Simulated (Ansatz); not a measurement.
Calculated with Ansatz (gas phase, PBE0-D4/def2-TZVP geometries, no zero-point term in ΔE). CBS: MP2 limit from def2 TZ/QZ plus the TZ coupled-cluster correction, frozen cores. For Br, Ga, Ge outer-core shells are correlated without core-valence functions, which leaves a few kJ/mol of doubt a bond. Scalar relativity is left out up to krypton. One conformer a species, not always the lowest.

Reaction (redistribution): `[F][Al]([Cl])[GeH3]` + `[OH][GaH][Br]` → `[OH][GaH][GeH3]` + `[F][Al]([Cl])[Br]`

```json
{"species": "`[F][Al]([Cl])[GeH3]`", "CCSD(T)/CBS(def2) energy (Eh)": "-2879.65351"}
{"species": "`[OH][GaH][Br]`", "CCSD(T)/CBS(def2) energy (Eh)": "-4573.71961"}
{"species": "`[OH][GaH][GeH3]`", "CCSD(T)/CBS(def2) energy (Eh)": "-4078.25778"}
{"species": "`[F][Al]([Cl])[Br]`", "CCSD(T)/CBS(def2) energy (Eh)": "-3375.12363"}
```

**Question.** Work out ΔE.

**Answer.** ΔE = (-4078.25778) + (-3375.12363) − (-2879.65351) − (-4573.71961) = -0.00829 Eh = -5.2 kcal/mol.

Largest T1 diagnostic among the species: 0.014.

In def2-TZVPP, CCSD(T) changes the Hartree–Fock value by −1.4 kcal/mol (the triples alone add +0.0 kcal/mol) and MP2 by −2.1 kcal/mol. Leaving LDA and LC-ωPBE aside and taking each functional with its dispersion term where it has one, the values, not all of them listed here, spread over 1.0 kcal/mol, from r2SCAN-D4 to HSE06-D4. At CCSD(T), def2-SVP lies +1.5 kcal/mol from the extrapolated value and def2-TZVPP +0.8 kcal/mol.
